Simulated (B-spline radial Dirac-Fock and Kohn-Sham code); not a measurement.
The computed values come from a radial atomic solver: the independent-particle Dirac-Slater model, thresholds from Dirac-Fock. Kinetic energies are from the vacuum level. Open shells are spread statistically over j, without multiplet splitting. Without correlation, outer binding energies are uncertain by a few eV, most for open f shells.

Q: A free atom or ion in its tabulated ground configuration is ionised with 6960 eV photons and gives these photoelectron lines. Identify it and assign the lines.

```
kinetic energy (eV)  relative cross section
             5367.2                   100.0
             5505.2                    32.2
             5522.8                    59.7
             6393.2                    21.6
```

A: Ni¹⁶⁺, [Ne] 3s2. Binding energies are hν less the kinetic energy: 2s 1592.8 eV, 2p1/2 1454.8 eV, 2p3/2 1437.2 eV, 3s 566.8 eV.

Q: A free atom or ion in its tabulated ground configuration is ionised with 549 eV photons and gives these photoelectron lines. Identify it and assign the lines.

```
kinetic energy (eV)  relative cross section
              204.5                    21.2
              263.3                    21.0
              278.9                    50.1
              376.4                    66.9
              379.0                   100.0
              447.0                     5.0
              462.4                     1.6
              465.2                     3.6
```

A: Ba⁶⁺, [Kr] 4d10 5s2 5p2. Binding energies are hν less the kinetic energy: 4s 344.5 eV, 4p1/2 285.7 eV, 4p3/2 270.1 eV, 4d3/2 172.6 eV, 4d5/2 170.0 eV, 5s 102.0 eV, 5p1/2 86.58 eV, 5p3/2 83.77 eV.
